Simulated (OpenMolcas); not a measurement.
I3+: effect of the active space

```yaml
Program: OpenMolcas
Method: SS-CASPT2, IPEA 0.25 Eh, imaginary shift 0.1 Eh
Basis: ANO-RCC-VDZP
Scalar_Hamiltonian: DKH2, point nucleus
Spin-orbit_coupling: RASSI with atomic mean-field integrals over the reference wave functions, term energies averaged over their components
```

A. 2 electrons in 3 orbitals (5p); 2S+1 = 3 even, 3 roots; 2S+1 = 1 even, 6 roots; closed shells correlated: 4d 5s; CASPT2 step about 1 core-seconds
B. 4 electrons in 4 orbitals (5s 5p); 2S+1 = 3 even, 6 roots; 2S+1 = 1 even, 12 roots; 2S+1 = 5 odd, 1 root; 2S+1 = 3 odd, 9 roots; 2S+1 = 1 odd, 8 roots; closed shells correlated: 4d; CASPT2 step roughly 4 core-seconds

Energies in cm-1 above 5s2 5p2 3P0.

| Level | A | B |
| --- | --- | --- |
| 5s2 5p2 3P0 | 0.0 | 0.0 |
| 5s2 5p2 3P1 | 6400 | 6270 |
| 5s2 5p2 3P2 | 11000 | 10730 |
| 5s2 5p2 1D2 | 23380 | 22820 |
| 5s2 5p2 1S0 | 38940 | 39090 |

Between A and B the level of the table that moves most is 5s2 5p2 1D2, by 560 cm-1 (lowest in B, highest in A). Moves below CASPT2's spread within the term are not significant.

Term energies are means over components that CASPT2 splits; among the terms shown or strongly mixed into the levels shown the widest spread is 95 cm-1 (5s2 5p2 1D, A). Over all roots computed the reference weight is 0.86 to 0.95 in B; the roots of lowest weight are the least certain, and an intruder state may touch them. The basis is small and was not contracted for so high a charge. With the s shell closed, the reference lacks s² → p² mixing (holds for A). Levels of configurations outside the active space are missing. Levels that lie high or do not pair safely by name in every column are left out.
